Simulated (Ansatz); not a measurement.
One geometry of the cluster Be₂S₂, several levels of theory.

```yaml
crystal:
  periodic: [false, false, false]
  atoms:
    - {symbol: Be, position_ang: [-0.786581, 0.151180, 0.552015]}
    - {symbol: Be, position_ang: [0.786582, -0.151181, -0.552013]}
    - {symbol: S, position_ang: [0.726743, -0.822918, 1.260927]}
    - {symbol: S, position_ang: [-0.726744, 0.822919, -1.260929]}
basis:
  gaussian: {orbitals: def2-TZVP, initial_orbitals: start.molden}
hamiltonian: {xc: hf}
scf: {omitted_lower_state_checks: [starts]}
output: {orbitals: {seedname: orbitals}}
```

The file start.molden holds the orbitals of an earlier run on this structure, at another level or in another basis.

```sh
$ ansatz run in.yaml --threads 2 --pin off --events-out ev --progress --plain --max-ram 4352MiB
```

Output, abridged:

```
Functional definition: HF
964 factors; their error is unknown
mean field evaluation 1: about -22434.7198 eV, gradient 3.0e1 eV
mean field evaluation 2: about -22435.1932 eV, gradient 7.0e-1 eV
mean field evaluation 4: about -22435.4114 eV, gradient 3.6e-1 eV
mean field -22435.41141263 eV, -824.4861621460 hartree, gradient 7.5e-5 eV, S^2 0.000000; 0 other end points of the search recorded, 0 dependent functions left out
reference -22435.41141263 eV, -824.4861621460 hartree; 20, 20 occupied and 92, 92 virtual orbitals, 964 factors
Total energy: -22435.41141263 eV, -824.4861621460 hartree
Checks for a lower state left out: starts
```

Hardware: 2 threads of Arm Neoverse V2 on a shared host. Wall time 0.45 s.

First input, but with `hamiltonian: {xc: {text: "exchange = 0.50*pbe_x + 0.50*exact_x\ncorrelation = pbe_c"}}` (abridged; 1.1 s):

```
Functional definition: unnamed
mean field -22470.51472139 eV, -825.7761849491 hartree, gradient 1.2e-5 eV, S^2 0.000000
Total energy: -22470.51474082 eV, -825.7761856632 hartree
Checks for a lower state left out: starts
```

The first input with `hamiltonian: {xc: pbe, dispersion: d4}`, `output: {forces: true, orbitals: {seedname: orbitals}}` (abridged; 1.1 s):

```
Functional definition: PBE
mean field -22466.27014599 eV, -825.6201996801 hartree, gradient 8.3e-6 eV, S^2 0.000000
Total energy: -22466.38439014 eV, -825.6243980755 hartree
Atom 0 force    -0.000143     0.000047     0.000049 eV/Å
Atom 1 force     0.000101     0.000000    -0.000122 eV/Å
Atom 2 force     0.000069    -0.000078     0.000120 eV/Å
Atom 3 force    -0.000027     0.000031    -0.000047 eV/Å
Dipole moment:     0.000002    -0.000002     0.000004 e Å
Checks for a lower state left out: starts
```

The first input with `hamiltonian: {xc: pbe0, dispersion: d4}` and without the key `scf` (abridged; 1.7 s):

```
Functional definition: PBE0
mean field evaluation 16: about -22468.2747 eV, gradient 1.4e0 eV
mean field -22468.32565908 eV, -825.6957383929 hartree, gradient 1.6e-5 eV, S^2 0.000000; 1 other end points of the search recorded, 0 dependent functions left out
Total energy: -22468.42193891 eV, -825.6992766116 hartree
```

As the first input, with `hamiltonian: {xc: r2scan, dispersion: d4}` (abridged; 1.9 s):

```
Functional definition: r2SCAN
mean field -22475.34582197 eV, -825.9537246209 hartree, gradient 1.2e-5 eV, S^2 0.000000
Total energy: -22475.36928520 eV, -825.9545868786 hartree
Checks for a lower state left out: starts
```

First input, but with `hamiltonian: {xc: {text: "exchange = 0.65*pbe_x + 0.35*exact_x\ncorrelation = pbe_c"}}` (abridged; 1 s):

```
Functional definition: unnamed
mean field -22469.18599950 eV, -825.7273553205 hartree, gradient 2.7e-5 eV, S^2 0.000000
Total energy: -22469.18602483 eV, -825.7273562513 hartree
Checks for a lower state left out: starts
```

As the first input, with `hamiltonian: {xc: {text: "exchange = 0.85*pbe_x + 0.15*exact_x\ncorrelation = pbe_c"}}` (abridged; 1 s):

```
Functional definition: unnamed
mean field -22467.48662917 eV, -825.6649046124 hartree, gradient 2.4e-5 eV, S^2 0.000000
Total energy: -22467.48666246 eV, -825.6649058358 hartree
Checks for a lower state left out: starts
```

Geometry: PBE-D4/def2-TZVP.

The structure comes from a short search, and lower isomers may exist.
